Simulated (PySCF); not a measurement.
# Assignment exercise: C$_{8}$H$_{7}$F

Cartesian coordinates in Å; atom numbers follow the order of the lines, from 1:
```xyz
16

C     2.345   -1.513    0.677
C     1.830   -0.590   -0.131
C     0.461   -0.074   -0.125
C     0.141    1.010   -0.942
C    -1.137    1.545   -0.970
C    -2.106    0.979   -0.169
F    -3.347    1.481   -0.187
C    -1.834   -0.102    0.652
C    -0.554   -0.620    0.665
H     3.378   -1.819    0.578
H     1.769   -1.990    1.461
H     2.478   -0.147   -0.884
H     0.912    1.446   -1.568
H    -1.387    2.388   -1.602
H    -2.624   -0.524    1.260
H    -0.343   -1.473    1.298
```

Computational details: NMR shieldings at B97-2/pcSseg-2/GIAO, PBE0-D3(BJ)/def2-TZVP geometry, in PySCF 2.14 (averaged over atoms made equivalent by symmetry, fast rotation or ring inversion, no solvent, one computed conformer, no relativistic terms).

Referencing at the same level of theory: TMS for 13C (σ = 185.38 ppm), 1H (σ = 31.64 ppm).

(1) Assign these signals to the numbered atoms. 13C{1H} NMR (computed): δ 173.2, 145.6, 139.6, 135.0, 121.4, 117.7.

(2) Assign these signals to the numbered atoms. 1H NMR (300 MHz, computed): δ 7.72 (m, 2H), 7.21 (m, 2H), 6.96 (m, 1H), 6.10 (m, 1H), 5.42 (m, 1H).

Results:

(1) 
```tsv
δ (ppm)	atoms	environment	reason
173.2	C6	aromatic carbon bearing fluorine	an ipso carbon deshielded by its heteroatom
145.6	C2	alkene CH	an sp2 carbon of a C=C bond
139.6	C3	substituted aromatic carbon	–
135.0	C4/C9	aromatic CH	the aromatic region
121.4	C5/C8	aromatic CH	–
117.7	C1	terminal =CH2 carbon	an sp2 carbon of a C=C bond
```

(2) 
7.72 → H13/H16, hydrogen on an aromatic CH: ring-current deshielding
7.21 → H14/H15, hydrogen on an aromatic CH
6.96 → H12, hydrogen on an alkene CH: attached to an sp2 carbon and in the plane of the double bond
6.10 → H11, hydrogen on a terminal =CH2 carbon: olefinic region
5.42 → H10, hydrogen on a terminal =CH2 carbon

Splittings by 19F in the carbon and heteronuclear signals aren't shown, as no couplings were computed. Shifts are as computed. Against solution values, carbons near 30 ppm lie about +3 ppm off and those near 130 ppm about +7 ppm. Of 1309 compounds with measured shifts, 239 miss one by over three times the rms of a fit or turn the order of signals round; such compounds aren't used in these exercises. No couplings were computed; multiplicities are counted from neighbouring protons, with m where these are inequivalent, close in shift, in a saturated or five-membered ring or joined by F or P, and br s for small geminal =CH2 splittings.
